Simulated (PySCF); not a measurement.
CH$_{2}$Cl$_{6}$Si$_{2}$, triplet, at a GFN2-xTB geometry of the parent state (a higher spin typed on purpose: for a closed-shell molecule this is an excited state); B3LYP/STO-3G run with PySCF.

The PySCF input:
```python
from pyscf import gto, scf, dft

mol = gto.Mole()
mol.atom = '''
    Cl    3.08799008   -0.39677225   -1.26569421
    Si    1.47398113    0.29321702   -0.19461162
    Cl    2.17933231    0.66766398    1.66884890
    Cl    0.97661910    2.06905610   -1.02181231
    C     0.10544345   -0.99510331   -0.21573527
    Si   -1.63560367   -0.25343323    0.20330251
    Cl   -2.05187644    0.25737694   -1.98728099
    Cl   -1.20310332   -0.20377725    2.43948372
    Cl   -2.91612256   -1.88424425    0.27626352
    H     0.33616261   -1.78103735    0.50587682
    H     0.05562643   -1.46347131   -1.19988467
'''
mol.basis = 'sto-3g'
mol.spin = 2
mol.verbose = 4
mol.build()

mf = dft.UKS(mol)
mf.xc = 'b3lyp'
mf.kernel()
mf.analyze()
```

It wrote (shortened):

```
PySCF version 2.14.0

[INPUT] verbose = 4
[INPUT] num. atoms = 11
[INPUT] num. electrons = 138
[INPUT] charge = 0
[INPUT] spin (= nelec alpha-beta = 2S) = 2
[INPUT] symmetry False subgroup None
[INPUT] Mole.unit = angstrom
[INPUT] Symbol           X                Y                Z      unit          X                Y                Z       unit  Magmom
[...]
nuclear repulsion = 1313.9225671656
number of shells = 45
number of NR pGTOs = 237
number of NR cGTOs = 79
basis = sto-3g
ecp = {}

******** <class 'pyscf.dft.uks.UKS'> ********
method = UKS
initial guess = minao
damping factor = 0
level_shift factor = 0
DIIS = <class 'pyscf.scf.diis.CDIIS'>
diis_start_cycle = 1
diis_space = 8
diis_damp = 0
SCF conv_tol = 1e-09
SCF conv_tol_grad = None
SCF max_cycles = 50
direct_scf = True
direct_scf_tol = 1e-13
number electrons alpha = 70  beta = 68
XC library pyscf.dft.libxc version 7.1.2
    S. Lehtola, C. Steigemann, M. J. T. Oliveira, and M. A. L. Marques,  SoftwareX 7, 1–5 (2018)
XC functionals = b3lyp
    P. J. Stephens, F. J. Devlin, C. F. Chabalowski, and M. J. Frisch,  J. Phys. Chem. 98, 11623 (1994)
radial grids:
    Treutler-Ahlrichs [JCP 102, 346 (1995); DOI:10.1063/1.469408] (M4) radial grids

becke partition: Becke, JCP 88, 2547 (1988); DOI:10.1063/1.454033
pruning grids: <function nwchem_prune>
grids dens level: 3
symmetrized grids: False
atomic radii adjust function: <function treutler_atomic_radii_adjust>
small_rho_cutoff = 0
Set gradient conv threshold to 3.16228e-05
tot grids = 185376
init E= -3341.19835727504

cycle= 1 E= -3342.07711738118  delta_E= -0.879  |g|= 0.49  |ddm|= 3.12

cycle= 2 E= -3341.85016998399  delta_E= 0.227  |g|= 0.783  |ddm|= 2.81

cycle= 3 E= -3342.29921781127  delta_E= -0.449  |g|= 0.197  |ddm|= 1.83

cycle= 4 E= -3342.22914675724  delta_E= 0.0701  |g|= 0.264  |ddm|= 1.65

cycle= 5 E= -3342.36314084152  delta_E= -0.134  |g|= 0.0706  |ddm|= 1.21

cycle= 6 E= -3342.36782019359  delta_E= -0.00468  |g|= 0.0279  |ddm|= 0.317

cycle= 7 E= -3342.36855006033  delta_E= -0.00073  |g|= 0.0238  |ddm|= 0.175

cycle= 8 E= -3342.36905833961  delta_E= -0.000508  |g|= 0.015  |ddm|= 0.0362

cycle= 9 E= -3342.36945476687  delta_E= -0.000396  |g|= 0.00241  |ddm|= 0.0731

cycle= 10 E= -3342.36946659607  delta_E= -1.18e-05  |g|= 0.00338  |ddm|= 0.0343

cycle= 11 E= -3342.36948266731  delta_E= -1.61e-05  |g|= 0.00164  |ddm|= 0.00714

cycle= 12 E= -3342.36950591824  delta_E= -2.33e-05  |g|= 0.000853  |ddm|= 0.03

cycle= 13 E= -3342.3695268007  delta_E= -2.09e-05  |g|= 0.000737  |ddm|= 0.0314

cycle= 14 E= -3342.36952334263  delta_E= 3.46e-06  |g|= 0.000673  |ddm|= 0.00591

cycle= 15 E= -3342.36954298641  delta_E= -1.96e-05  |g|= 0.000683  |ddm|= 0.0306

cycle= 16 E= -3342.36956011843  delta_E= -1.71e-05  |g|= 0.0007  |ddm|= 0.0274

cycle= 17 E= -3342.36959513309  delta_E= -3.5e-05  |g|= 0.000694  |ddm|= 0.0576

cycle= 18 E= -3342.36959533657  delta_E= -2.03e-07  |g|= 0.00101  |ddm|= 0.00705

cycle= 19 E= -3342.36942103616  delta_E= 0.000174  |g|= 0.0134  |ddm|= 0.347

cycle= 20 E= -3342.3696419949  delta_E= -0.000221  |g|= 0.00676  |ddm|= 0.0831

cycle= 21 E= -3342.36966321046  delta_E= -2.12e-05  |g|= 0.00608  |ddm|= 0.0212

cycle= 22 E= -3342.36965742602  delta_E= 5.78e-06  |g|= 0.00717  |ddm|= 0.0979

cycle= 23 E= -3342.36974678973  delta_E= -8.94e-05  |g|= 0.000595  |ddm|= 0.0454

cycle= 24 E= -3342.3697505414  delta_E= -3.75e-06  |g|= 0.00181  |ddm|= 0.0554

cycle= 25 E= -3342.36975988295  delta_E= -9.34e-06  |g|= 0.000816  |ddm|= 0.0365

cycle= 26 E= -3342.36976241775  delta_E= -2.53e-06  |g|= 0.000141  |ddm|= 0.0247

cycle= 27 E= -3342.36976298346  delta_E= -5.66e-07  |g|= 8.03e-05  |ddm|= 0.017

cycle= 28 E= -3342.3697630894  delta_E= -1.06e-07  |g|= 6.66e-05  |ddm|= 0.00746

cycle= 29 E= -3342.36976310448  delta_E= -1.51e-08  |g|= 0.000106  |ddm|= 0.00264

cycle= 30 E= -3342.36976313567  delta_E= -3.12e-08  |g|= 9.46e-05  |ddm|= 0.00258

cycle= 31 E= -3342.36976313096  delta_E= 4.71e-09  |g|= 0.000137  |ddm|= 0.00129

cycle= 32 E= -3342.36976315684  delta_E= -2.59e-08  |g|= 1.66e-05  |ddm|= 0.00208

cycle= 33 E= -3342.36976316315  delta_E= -6.31e-09  |g|= 1.15e-05  |ddm|= 0.00123

cycle= 34 E= -3342.36976316669  delta_E= -3.54e-09  |g|= 1.99e-05  |ddm|= 0.00186

cycle= 35 E= -3342.36976316739  delta_E= -7.02e-10  |g|= 5.24e-06  |ddm|= 0.000309

Extra cycle  E= -3342.36976316608  delta_E= 1.32e-09  |g|= 2.82e-05  |ddm|= 0.000127
converged SCF energy = -3342.36976316608  <S^2> = 2.0018405  2S+1 = 3.0012267
**** SCF Summaries ****
Total Energy =                       -3342.369763166077519
Nuclear Repulsion Energy =            1313.922567165602686
One-electron Energy =                -7246.893812855243596
Two-electron Energy =                 2590.601482523563391
Two-electron Coulomb Energy =         2807.873961204391435
DFT Exchange-Correlation Energy =     -217.272478680827817
**** MO energy ****
                             alpha | beta                alpha | beta
[...]
To work with the spin densities directly, `use mulliken_meta_spin()` only printing them here.

 ** Mulliken spin pop alpha/beta on meta-lowdin orthogonal AOs **
 ** Mulliken Spin Density (per AO)  **
spin_pop of  0 Cl 1s       -0.00000
spin_pop of  0 Cl 2s        0.00000
spin_pop of  0 Cl 3s       -0.00007
spin_pop of  0 Cl 2px       0.00000
spin_pop of  0 Cl 2py       0.00000
spin_pop of  0 Cl 2pz       0.00000
spin_pop of  0 Cl 3px       0.00730
spin_pop of  0 Cl 3py       0.00263
spin_pop of  0 Cl 3pz       0.00187
spin_pop of  1 Si 1s       -0.00000
spin_pop of  1 Si 2s        0.00000
spin_pop of  1 Si 3s       -0.00104
spin_pop of  1 Si 2px       0.00000
spin_pop of  1 Si 2py      -0.00000
spin_pop of  1 Si 2pz      -0.00000
spin_pop of  1 Si 3px      -0.00088
spin_pop of  1 Si 3py      -0.00047
spin_pop of  1 Si 3pz      -0.00066
spin_pop of  2 Cl 1s        0.00000
spin_pop of  2 Cl 2s       -0.00000
spin_pop of  2 Cl 3s        0.00008
spin_pop of  2 Cl 2px       0.00000
spin_pop of  2 Cl 2py       0.00000
spin_pop of  2 Cl 2pz       0.00000
spin_pop of  2 Cl 3px       0.01749
spin_pop of  2 Cl 3py       0.00441
spin_pop of  2 Cl 3pz       0.00170
spin_pop of  3 Cl 1s       -0.00000
spin_pop of  3 Cl 2s       -0.00000
spin_pop of  3 Cl 3s        0.00001
spin_pop of  3 Cl 2px       0.00000
spin_pop of  3 Cl 2py      -0.00000
spin_pop of  3 Cl 2pz      -0.00000
spin_pop of  3 Cl 3px       0.00164
spin_pop of  3 Cl 3py      -0.00036
spin_pop of  3 Cl 3pz      -0.00003
spin_pop of  4 C 1s       -0.00000
spin_pop of  4 C 2s        0.00960
spin_pop of  4 C 2px       0.06521
spin_pop of  4 C 2py       0.01287
spin_pop of  4 C 2pz       0.00504
spin_pop of  5 Si 1s        0.00000
spin_pop of  5 Si 2s        0.00007
spin_pop of  5 Si 3s        0.26960
spin_pop of  5 Si 2px      -0.00001
spin_pop of  5 Si 2py       0.00012
spin_pop of  5 Si 2pz      -0.00003
spin_pop of  5 Si 3px       0.04754
spin_pop of  5 Si 3py       0.27535
spin_pop of  5 Si 3pz      -0.01036
spin_pop of  6 Cl 1s        0.00000
spin_pop of  6 Cl 2s        0.00001
spin_pop of  6 Cl 3s        0.00350
spin_pop of  6 Cl 2px       0.00000
spin_pop of  6 Cl 2py       0.00006
spin_pop of  6 Cl 2pz       0.00008
spin_pop of  6 Cl 3px       0.00050
spin_pop of  6 Cl 3py       0.36384
spin_pop of  6 Cl 3pz       0.17797
spin_pop of  7 Cl 1s        0.00000
spin_pop of  7 Cl 2s        0.00001
spin_pop of  7 Cl 3s        0.00368
spin_pop of  7 Cl 2px       0.00005
spin_pop of  7 Cl 2py       0.00002
spin_pop of  7 Cl 2pz       0.00007
spin_pop of  7 Cl 3px       0.29074
spin_pop of  7 Cl 3py       0.07766
spin_pop of  7 Cl 3pz       0.17133
spin_pop of  8 Cl 1s        0.00000
spin_pop of  8 Cl 2s        0.00000
spin_pop of  8 Cl 3s        0.00060
spin_pop of  8 Cl 2px       0.00000
spin_pop of  8 Cl 2py       0.00002
spin_pop of  8 Cl 2pz       0.00003
spin_pop of  8 Cl 3px       0.02000
spin_pop of  8 Cl 3py       0.05162
spin_pop of  8 Cl 3pz       0.13094
spin_pop of  9 H 1s       -0.00024
spin_pop of  10 H 1s       -0.00112
 ** Mulliken Spin Density (per atom)  **
spin density of  0 Cl =      0.01174
spin density of  1 Si =     -0.00305
spin density of  2 Cl =      0.02369
spin density of  3 Cl =      0.00126
spin density of  4 C =      0.09272
spin density of  5 Si =      0.58228
spin density of  6 Cl =      0.54596
spin density of  7 Cl =      0.54356
spin density of  8 Cl =      0.20320
spin density of  9 H =     -0.00024
spin density of  10 H =     -0.00112
 ** Mulliken pop alpha/beta on meta-lowdin orthogonal AOs **
 ** Mulliken pop       alpha | beta **
In total            70.00000 | 68.00000
 ** Mulliken atomic charges   ( Nelec_alpha | Nelec_beta ) **
charge of  0Cl =     -0.23409  (     8.62291      8.61117 )
charge of  1Si =      0.76399  (     6.61648      6.61953 )
charge of  2Cl =     -0.20962  (     8.61666      8.59296 )
charge of  3Cl =     -0.22144  (     8.61135      8.61009 )
charge of  4C =     -0.34826  (     3.22049      3.12777 )
charge of  5Si =      0.60325  (     6.98952      6.40723 )
charge of  6Cl =     -0.16727  (     8.85661      8.31066 )
charge of  7Cl =     -0.16274  (     8.85315      8.30959 )
charge of  8Cl =     -0.17483  (     8.68902      8.48581 )
charge of  9H =      0.07514  (     0.46231      0.46255 )
charge of  10H =      0.07587  (     0.46151      0.46263 )
Dipole moment(X, Y, Z, Debye): -0.91539, -0.94495,  0.07011
```
